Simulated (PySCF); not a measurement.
Ne²⁺: excitation energy

Ne²⁺ [He] 2s2 2p4 (3P) → Ne²⁺ [He] 2s2 2p3 3d1 (5D), as a difference of total energies. All numbers are calculated (PySCF 2.14, the non-relativistic Hamiltonian (point nucleus), in aug-cc-pwCVDZ (5s4p2d, 27 functions)). Correlated levels: valence and next inner shell: nothing frozen. The calculations carry no spin-orbit coupling.

```tsv
method	excitation energy (eV)
UHF	60.856
MP2 (valence and next inner shell)	61.565
SCS-MP2 (valence and next inner shell)	61.610
CCSD (valence and next inner shell)	61.468
CCSD(T) (valence and next inner shell)	61.461
```

Q: How much does correlation contribute at CCSD(T) (valence and next inner shell)?

A: 61.461 − (60.856) = 0.605 eV, measured against UHF.

A first-order spin-orbit estimate (lowest level to lowest level, LS coupling) adds 0.034 eV.

The promoted electron is Rydberg-like, and one or two diffuse shells describe it only roughly, which tends to raise the upper state.
